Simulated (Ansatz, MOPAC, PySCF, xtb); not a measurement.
The molecule AuH, closed-shell singlet (the spin of the measured ground state). No spin–orbit coupling.

The constants come from a fifth-degree fit in 1/R (seven points, main isotopes). In def2 and cc sets the state is the lowest found near the PBE0 minimum, followed along R. The singlet is held restricted. HF and MP2 rows in def2 and cc sets belong to the determinant that coupled cluster picked by its CCSD energy.

Programs: Ansatz (Gaussian orbitals); MOPAC for PM6 (differences of heats of formation); PySCF for LANL2DZ rows; xtb for the GFN methods. Each number belongs to the level named beside it. In def2 rows elements past Kr take small-core potentials, without spin–orbit coupling.

```csv
level,r_e (Å),ω_e (cm⁻¹),B_e (cm⁻¹),ω_e x_e (cm⁻¹),D_e (eV),dipole (D)
PM6,1.538,2237,7.11,30,-,-
GFN1-xTB,1.507,2321,7.41,88,-,-
HF/def2-TZVPP,1.572,2081,6.80,34,-,-
HF/def2-QZVPP,1.573,2077,6.79,35,-,-
SVWN5/def2-TZVPP,1.526,2316,7.22,41,3.79,0.91
PBE/def2-TZVPP,1.537,2241,7.11,42,3.19,1.11
BP86/LANL2DZ,1.556,2110,6.94,30,-,1.36
r2SCAN/def2-TZVPP,1.524,2322,7.23,41,3.26,1.25
B97M-V/def2-TZVPP,1.551,2134,6.99,43,3.05,1.49
B3LYP/LANL2DZ,1.559,2113,6.92,31,-,1.59
B3LYP/def2-TZVPP,1.541,2219,7.08,40,3.06,1.35
PBE0/def2-TZVPP,1.535,2254,7.14,40,2.98,1.45
BHLYP/def2-TZVPP,1.543,2211,7.06,38,2.80,1.78
CAM-B3LYP/def2-TZVPP,1.539,2244,7.09,38,3.02,1.59
wB97X-V/def2-TZVPP,1.541,2243,7.08,37,2.98,1.82
wB97M-V/def2-TZVPP,1.543,2223,7.06,38,3.00,1.79
B2PLYP/def2-TZVPP,1.529,2285,7.19,39,-,-
MP2/def2-TZVPP,1.492,2471,7.55,37,-,-
MP2/def2-QZVPP,1.484,2475,7.63,31,-,-
"MP2/CBS(def2-TZVPP, def2-QZVPP)",1.478,2481,7.69,27,-,-
SCS-MP2/def2-TZVPP,1.503,2408,7.45,37,-,-
SCS-MP2/def2-QZVPP,1.495,2412,7.53,32,-,-
CCSD/def2-TZVPP,1.524,2280,7.24,38,3.04,-
CCSD/def2-QZVPP,1.519,2280,7.29,32,3.14,-
CCSD(T)/def2-TZVPP,1.522,2287,7.26,39,3.14,-
CCSD(T)/def2-QZVPP,1.516,2292,7.31,33,3.26,-
"CCSD(T)/CBS(def2-TZVPP, def2-QZVPP)",1.511,2297,7.36,28,3.32,-
```

D_e counts from each atom's lowest state at the same level, without counterpoise or zero-point energy.

Correlated levels freeze the inner cores; with def2 sets outer-core shells near the valence are correlated too. CBS(a, b) extrapolates the correlation energy as X⁻³ and adds the Hartree–Fock energy of set b. Rows in LANL2DZ carry no dispersion term and start afresh at each structure. LANL2DZ brings its own core potentials from Na on. The state that PM6 reach isn't checked.

Measured for the ground state: r_e 1.5238 Å, ω_e 2305 cm-1, ω_e x_e 43.12 cm-1, B_e 7.2401 cm-1, α_e 0.2136 cm-1 [Huber and Herzberg (1979), NIST Chemistry WebBook]. D_0 3.076 ± 0.027 eV (a handbook's tabulated 298 K bond energy less 3RT/2; such tables hold older values) [Luo, bond dissociation energies, CRC Handbook].

Ansatz is a program for electronic structure.
